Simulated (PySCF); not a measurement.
A run for PySCF: U-HF/6-31G* on H4 rectangle, a point of a bond scan (R = 1.200 Å).

```python
from pyscf import gto, scf, dft, mp
from pyscf.data.elements import chemcore

mol = gto.M(
    atom='''
    H     0.00000000    0.00000000    0.00000000
    H     0.00000000    0.00000000    1.00000000
    H     1.20000000    0.00000000    0.00000000
    H     1.20000000    0.00000000    1.00000000
    ''',
    basis='6-31g*',
    cart=True,
    charge=0, spin=0, verbose=3, max_memory=1800)
mf = scf.UHF(mol)
mf.conv_tol = 1e-8
mf.max_cycle = 100
mf.init_guess_breaksym = True
mf.kernel()
if not mf.converged:
    mf = mf.newton().run(mf.mo_coeff, mf.mo_occ)
for _ in range(4):
    mo, _, stable, _ = mf.stability(return_status=True)
    if stable:
        break
    mf.kernel(mf.make_rdm1(mo, mf.mo_occ))
```

Question: What total energy does the run end on?

Answer: -2.0435 hartree. Its determinant has ⟨S²⟩ = 0.78, a mixture of spin states.
